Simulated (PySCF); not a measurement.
Molecule: SMILES [SiH3][SiH2]NC(C)C, C₃H₁₃NSi₂.

Geometry:
| atom | x (Å) | y (Å) | z (Å) |
| --- | --- | --- | --- |
| C1 | -1.344 | 1.186 | -1.245 |
| C2 | -0.896 | -0.042 | -0.456 |
| C3 | -1.844 | -0.349 | 0.696 |
| N4 | 0.469 | 0.079 | 0.034 |
| Si5 | 1.877 | -0.405 | -0.855 |
| Si6 | 3.714 | -0.244 | 0.593 |
| H7 | -2.359 | 1.058 | -1.653 |
| H8 | -1.352 | 2.078 | -0.597 |
| H9 | -0.659 | 1.386 | -2.084 |
| H10 | -0.907 | -0.909 | -1.142 |
| H11 | -1.859 | 0.487 | 1.416 |
| H12 | -1.519 | -1.252 | 1.233 |
| H13 | -2.875 | -0.500 | 0.341 |
| H14 | 0.578 | 0.819 | 0.721 |
| H15 | 2.178 | 0.395 | -2.096 |
| H16 | 1.685 | -1.817 | -1.315 |
| H17 | 3.721 | 1.100 | 1.255 |
| H18 | 4.998 | -0.401 | -0.160 |
| H19 | 3.653 | -1.289 | 1.662 |

Geometry PBE0-D3(BJ)/def2-SVP throughout; GIAO in PySCF 2.14, gas phase, one conformer, non-relativistic; equivalent atoms averaged; functional PBE0.

For orientation, def2-SVP gives these absolute shieldings σ: C1/C3 167.5, N4 235.5, Si5 465.8, Si6 509.0, H15/H16 26.40, H17/H18/H19 27.90, H10 28.73, H7/H8/H9/H11/H12/H13 30.40, H14 32.37 ppm.

A run gave: C1/C3 169.2, N4 234.4, Si5 466.7, Si6 510.2, H15/H16 26.35, H17/H18/H19 27.88, H10 28.48, H7/H8/H9/H11/H12/H13 30.25, H14 32.18 ppm (absolute shieldings σ).

Task: Which basis set was used in that run?
A. def2-TZVP
B. pcSseg-0
C. STO-3G
D. cc-pVDZ
E. aug-cc-pVDZ

Result: D. N4 tells them apart best: cc-pVDZ gives 234.4, aug-cc-pVDZ gives 227.6, pcSseg-0 gives 251.0, def2-TZVP gives 217.9, STO-3G gives 326.4 ppm.
